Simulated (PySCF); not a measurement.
# Computed records: CH$_{3}$AlBF, CH$_{4}$AlBO, CH$_{2}$AlB

Computed with PySCF 2.14.0. Calculation on a computer-drawn molecule: optimised geometry and harmonic frequencies of an isolated molecule of the commonest isotopes, restricted reference for singlets and unrestricted otherwise, frozen core in MP2.

Common to all runs: charge 0; multiplicity 1; basis cc-pV(D+d)Z.

```json
{"entry": 1, "formula": "CH3AlBF", "start_structure": {"atoms_angstrom": [["B", 0.0682, -2.0774, 1.4969], ["C", -0.0876, -1.1493, 2.5075], ["Al", 1.1487, 0.3388, 2.2201], ["F", 2.3078, 0.4576, 1.0469], ["H", 0.3256, -2.77, 0.6435], ["H", -0.6957, -0.9085, 3.3751], ["H", 1.3536, 1.6023, 3.1133]]}, "given": {"method": "HF", "drawn_bonds_atom": [1, 2, 3, 1, 2, 3], "drawn_bonds_other_atom": [2, 3, 4, 5, 6, 7], "drawn_bonds_order": [2, 1, 1, 1, 1, 1]}, "results": {"optimised_atom_element": ["B", "C", "Al", "F", "H", "H", "H"], "optimised_atom_x [angstrom]": [0.113, -0.02891, 1.2, 2.239, 0.3047, -0.7305, 1.323], "optimised_atom_y [angstrom]": [-2.009, -1.045, 0.3994, 0.2942, -2.78, -1.032, 1.666], "optimised_atom_z [angstrom]": [1.519, 2.489, 2.269, 0.9748, 0.6521, 3.315, 3.185], "modes_frequency [cm^-1]": [118.1, 133.9, 280.7, 480.9, 586.4, 640.7, 697.2, 783.3, 787.8, 868.8, 967.5, 1553, 2038, 2944, 3354], "modes_reduced_mass [dalton]": [4.264, 2.644, 4.405, 1.214, 1.38, 1.749, 1.775, 1.656, 1.265, 3.091, 1.57, 5.455, 1.044, 1.133, 1.094], "rotational_constants [GHz]": [11.81, 4.502, 3.26], "total_energy [hartree]": -405.6974, "convergence_status_largest_gradient_component [hartree/bohr]": 1.225e-05}}
{"entry": 2, "formula": "CH3AlBF", "start_structure": {"atoms_angstrom": [["B", 0.113, -2.0091, 1.5189], ["C", -0.0289, -1.045, 2.489], ["Al", 1.2004, 0.3994, 2.2687], ["F", 2.2388, 0.2942, 0.9748], ["H", 0.3047, -2.7799, 0.6521], ["H", -0.7305, -1.0319, 3.3148], ["H", 1.3231, 1.6659, 3.185]]}, "given": {"method": "MP2", "drawn_bonds_atom": [1, 2, 3, 1, 2, 3], "drawn_bonds_other_atom": [2, 3, 4, 5, 6, 7], "drawn_bonds_order": [2, 1, 1, 1, 1, 1]}, "results": {"optimised_atom_element": ["B", "C", "Al", "F", "H", "H", "H"], "optimised_atom_x [angstrom]": [0.1339, -0.1157, 1.176, 2.217, 0.4696, -0.7538, 1.294], "optimised_atom_y [angstrom]": [-1.968, -1.084, 0.3171, 0.1943, -2.617, -0.9309, 1.582], "optimised_atom_z [angstrom]": [1.529, 2.557, 2.229, 0.9169, 0.5965, 3.426, 3.149], "modes_frequency [cm^-1]": [105.0, 146.4, 219.2, 447.3, 526.7, 590.4, 661.7, 724.9, 750.2, 817.8, 853.0, 1520, 2010, 2865, 3321], "modes_reduced_mass [dalton]": [2.861, 4.848, 4.029, 1.24, 1.39, 1.511, 1.949, 1.192, 1.46, 2.078, 2.793, 4.888, 1.044, 1.134, 1.104], "rotational_constants [GHz]": [11.61, 4.701, 3.346], "total_energy [hartree]": -406.1555, "convergence_status_largest_gradient_component [hartree/bohr]": 2.273e-05}}
{"entry": 3, "formula": "CH4AlBO", "start_structure": {"atoms_angstrom": [["B", -3.342, 0.6378, 0.4322], ["C", -2.3758, -0.2045, 0.0778], ["Al", -1.3864, -0.9597, 1.6644], ["O", -0.2131, -2.0052, 1.5495], ["H", -4.2728, 1.3155, 0.8535], ["H", -1.9537, -0.6036, -0.8103], ["H", -1.7871, -0.6957, 3.1509], ["H", 0.5578, -2.6631, 1.5392]]}, "given": {"method": "HF", "drawn_bonds_atom": [1, 2, 3, 1, 2, 3, 4], "drawn_bonds_other_atom": [2, 3, 4, 5, 6, 7, 8], "drawn_bonds_order": [2, 1, 1, 1, 1, 1, 1]}, "results": {"optimised_atom_element": ["B", "C", "Al", "O", "H", "H", "H", "H"], "optimised_atom_x [angstrom]": [-3.358, -2.342, -1.392, -0.1205, -4.203, -2.034, -1.757, 0.4329], "optimised_atom_y [angstrom]": [0.5952, -0.2515, -1.013, -2.079, 1.301, -0.5239, -0.6802, -2.527], "optimised_atom_z [angstrom]": [0.4837, 0.1174, 1.6, 1.262, 0.8993, -0.886, 3.102, 1.879], "modes_frequency [cm^-1]": [98.25, 134.5, 230.0, 365.1, 552.5, 563.0, 570.8, 641.5, 724.4, 779.9, 804.4, 899.8, 969.2, 1561, 1982, 2934, 3350, 4226], "modes_reduced_mass [dalton]": [3.485, 2.966, 4.224, 1.091, 1.244, 1.4, 1.099, 3.232, 1.47, 1.257, 1.267, 3.332, 1.662, 5.41, 1.042, 1.134, 1.094, 1.068], "rotational_constants [GHz]": [25.4, 3.169, 2.818], "total_energy [hartree]": -381.6819, "convergence_status_largest_gradient_component [hartree/bohr]": 2.165e-05}}
{"entry": 4, "formula": "CH2AlB", "start_structure": {"atoms_angstrom": [["B", -1.1723, 1.7508, -0.5365], ["C", -0.4871, 0.7828, 0.293], ["Al", 0.9111, -0.4172, -0.3302], ["H", -1.6019, 2.4369, -1.2707], ["H", -0.6327, 0.6202, 1.2887]]}, "given": {"method": "HF", "drawn_bonds_atom": [1, 2, 1, 2], "drawn_bonds_other_atom": [2, 3, 4, 5], "drawn_bonds_order": [2, 1, 1, 1]}, "results": {"optimised_atom_element": ["B", "C", "Al", "H", "H"], "optimised_atom_x [angstrom]": [-1.122, -0.5172, 0.8846, -1.553, -0.6754], "optimised_atom_y [angstrom]": [1.694, 0.8059, -0.3504, 2.403, 0.6202], "optimised_atom_z [angstrom]": [-0.5021, 0.3426, -0.4586, -1.338, 1.401], "modes_frequency [cm^-1]": [155.1, 430.9, 567.3, 640.7, 780.4, 916.6, 1563, 2926, 3335], "modes_reduced_mass [dalton]": [3.236, 1.445, 4.484, 1.188, 1.265, 1.532, 5.006, 1.134, 1.097], "rotational_constants [GHz]": [49.46, 6.287, 5.578], "total_energy [hartree]": -305.5673, "convergence_status_largest_gradient_component [hartree/bohr]": 1.816e-05}}
{"entry": 5, "formula": "CH2AlB", "start_structure": {"atoms_angstrom": [["B", -1.1223, 1.6945, -0.5021], ["C", -0.5172, 0.8059, 0.3426], ["Al", 0.8846, -0.3504, -0.4586], ["H", -1.5525, 2.4033, -1.3384], ["H", -0.6754, 0.6202, 1.4009]]}, "given": {"method": "MP2", "drawn_bonds_atom": [1, 2, 1, 2], "drawn_bonds_other_atom": [2, 3, 4, 5], "drawn_bonds_order": [2, 1, 1, 1]}, "results": {"optimised_atom_element": ["B", "C", "Al", "H", "H"], "optimised_atom_x [angstrom]": [-1.126, -0.6434, 0.7336, -1.382, -0.5659], "optimised_atom_y [angstrom]": [1.693, 0.8833, -0.1573, 2.279, 0.4754], "optimised_atom_z [angstrom]": [-0.487, 0.4983, -0.5849, -1.487, 1.505], "modes_frequency [cm^-1]": [161.7, 395.5, 496.3, 617.5, 720.7, 777.9, 1564, 2843, 3330], "modes_reduced_mass [dalton]": [3.562, 1.497, 2.778, 1.629, 1.16, 1.299, 4.527, 1.137, 1.113], "rotational_constants [GHz]": [35.95, 7.359, 6.109], "total_energy [hartree]": -305.8267, "convergence_status_largest_gradient_component [hartree/bohr]": 9.297e-06}}
```
